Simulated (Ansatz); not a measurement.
C6H3F3, SMILES `Fc1ccc(F)c(F)c1`, relaxed with RKS PBE-D4/def2-SVP in Ansatz 0.2.0 from a rough embedded geometry. The force threshold is 0.03 eV/Å; the program also tests the step.

Total charge 0; spin multiplicity 1.

Start:

```xyz
12

F    -2.713   -0.451   -0.369
C    -1.345   -0.212   -0.179
C    -0.880    0.422    0.992
C     0.379    0.657    1.201
C     1.357    0.209    0.234
F     2.668    0.437    0.409
C     0.883   -0.410   -0.941
F     1.753   -0.799   -1.857
C    -0.457   -0.615   -1.190
H    -1.648    0.747    1.702
H     0.818    1.129    2.061
H    -0.817   -1.114   -2.063
```

| step | energy (eV) | largest force (eV/Å) | largest move (Å) |
| --- | --- | --- | --- |
| 1 | -14394.5097 | 6.690 | 0.000 |
| 2 | -14394.9206 | 2.426 | 0.044 |
| 3 | -14394.9919 | 0.351 | 0.027 |
| 4 | -14394.9971 | 0.120 | 0.013 |
| 5 | -14394.9984 | 0.036 | 0.008 |
| 6 | -14394.9986 | 0.012 | 0.006 |

End:

```xyz
12

F    -2.682   -0.421   -0.373
C    -1.370   -0.208   -0.178
C    -0.942    0.427    0.994
C     0.432    0.642    1.184
C     1.352    0.227    0.217
F     2.667    0.427    0.387
C     0.899   -0.410   -0.954
F     1.793   -0.802   -1.871
C    -0.465   -0.633   -1.161
H    -1.681    0.745    1.741
H     0.811    1.138    2.090
H    -0.813   -1.131   -2.076
```

Run time 15 s (4 threads of an Arm Neoverse V1 on a shared host); peak host memory 0.19 GiB.
